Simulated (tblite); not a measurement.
Run record: tight-binding relaxation, `FC(F)(F)C1=CC1=C1C=CC=C1`.

Computed with GFN2-xTB geometry optimisation, gas phase (tblite 0.8.0). Start geometry: from a force field or distance geometry. The input is one job of a driver script: a line of settings, then coordinates in Å.

Input:
```
{"job": {"kind": "relax", "xc": "GFN2-xTB", "basis": "xTB"}, "charge": 0, "multiplicity": 1}
F      2.685500     1.754600     1.051300
C      2.885600     0.492900     0.611200
F      2.890000    -0.307400     1.726300
F      4.153100     0.459800     0.117400
C      1.913200     0.072900    -0.346500
C      1.567600    -0.351400    -1.559600
C      0.578100    -0.139400    -0.618300
C     -0.675100    -0.141600    -0.239500
C     -1.804900    -0.529200    -1.066300
C     -2.909700    -0.387000    -0.299300
C     -2.520800     0.079800     1.012900
C     -1.187600     0.225700     1.063400
H      1.916300    -0.626000    -2.502900
H     -1.762900    -0.856200    -2.095400
H     -3.926800    -0.574900    -0.599900
H     -3.214500     0.275600     1.830400
H     -0.594200     0.563800     1.905000
```

Output:
```
step      E/eV     max force
  0    -975.64499    3.966
  1    -975.71602    5.009
  2    -975.85075    1.023
  3    -975.88123    0.571
  4    -975.89998    0.371
  5    -975.92446    0.374
  6    -975.93545    0.221
  7    -975.94039    0.188
  8    -975.94292    0.143
  9    -975.94495    0.132
... (30 lines left out)
 40    -975.95668    0.030
 41    -975.95684    0.030
 42    -975.95698    0.027
 43    -975.95708    0.020
 44    -975.95714    0.015
 45    -975.95718    0.013
 46    -975.95720    0.012
 47    -975.95723    0.012
 48    -975.95725    0.012
 49    -975.95726    0.009
```

«max force» is the largest atomic force in eV/Å.

From which step on does the largest force stay under 0.1 eV/Å, and how much energy is left to gain from there?

From step 13 (0.067 eV/Å), 6.7 meV above the end.

In short: energy lowered by 7.2 kcal/mol over 49 steps; largest atomic force 0.009 eV/Å at the end.

Give the final coordinates.

0.083 Å rms from the input after alignment:
```
atom  x, y, z in Å
F1     2.8250    1.7608    1.0554
C2     3.0045    0.5027    0.6264
F3     3.0316   -0.2812    1.7146
F4     4.2301    0.4495    0.0805
C5     1.9541    0.0905   -0.3223
C6     1.6332   -0.3383   -1.5391
C7     0.5455   -0.1424   -0.6061
C8    -0.7285   -0.1493   -0.2391
C9    -1.8716   -0.5296   -1.0586
C10   -2.9791   -0.3931   -0.3036
C11   -2.6021    0.0730    1.0138
C12   -1.2640    0.2222    1.0637
H13    1.9674   -0.6203   -2.5089
H14   -1.7985   -0.8555   -2.0786
H15   -3.9914   -0.5909   -0.6065
H16   -3.3004    0.2623    1.8088
H17   -0.6628    0.5515    1.8896
```

The run took 0.4 s on one thread, Arm Neoverse V1 (aarch64) (shared host).
Labels such as C1 count atoms from 1, the log's own numbers from 0.
